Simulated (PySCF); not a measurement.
A structure optimised at B3LYP-D3(BJ)/def2-SVP, used in a PySCF frequency run:

```
Al
C 1 1.9508
H 2 1.1022 1 112.79
H 2 1.1040 3 107.94 1 -122.71
H 2 1.1040 3 107.94 4 -114.58
C 1 1.9583 2 125.45 3 0.02
H 6 1.1081 1 106.72 2 -54.90
H 6 1.1081 7 103.92 1 -112.49
C 6 1.5354 7 110.52 8 -118.56
H 9 1.1019 6 111.62 7 177.81
H 9 1.1019 10 106.48 6 -122.04
H 9 1.1032 10 107.36 11 -114.73
Cl 1 2.1283 2 117.17 3 179.97
```
Charge 0, spin multiplicity 1.

**Question.** Write its SMILES and formula.

**Answer.** C[CH2][Al]([CH3])[Cl], C₃H₈AlCl

**Question.** What are its rotational constants (standard atomic weights)?

**Answer.** 3.0155, 2.2209, 1.3100 GHz
